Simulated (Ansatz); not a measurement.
Cl₄Pd (SMILES [Cl][Pd-2]([Cl])([Cl])[Cl]), charge -2, singlet, at a GFN2-xTB geometry (such geometries of metal compounds can be far from the true shape) (all electrons, no relativity) (a gas-phase anion, which may not be bound at this level). Base run: Ansatz (an electronic-structure program) with PBE/3-21G.

Geometry (Å):
```xyz
5

Pd     0.0000     0.0000     0.0000
Cl     2.1901    -0.7397     0.0147
Cl     0.7396     2.1902     0.0126
Cl    -2.1901     0.7397    -0.0147
Cl    -0.7396    -2.1902    -0.0126
```
Charge -2, spin multiplicity 1.
All else is at Ansatz's defaults.

Variants of this job, named by their change:

```
change              basis functions       E (Eh)  core-seconds (rough)
------------------  ---------------  -----------  --------------------
base                             91  -6748.46173                     5
basis = def2-SV(P)               96  -1967.53095                     3
basis = def2-SVP                103  -1967.53376                     4
basis = def2-SVPD               142  -1967.61044                     6
basis = def2-TZVP               ___          ___                     6
basis = def2-TZVPP              224          ___                    10
basis = def2-TZVPD              224  -1968.25156                    50
```

Problem. What belongs in the gaps?

Solution. 
- basis = def2-TZVP, basis functions: 188
- basis = def2-TZVP, E (Eh): -1968.23336
- basis = def2-TZVPP, E (Eh): -1968.23664

Totals compare only among sets that treat the same electrons; sets with core potentials leave the core out.

A gas-phase anion may not be bound at this level; its values then depend on the basis.
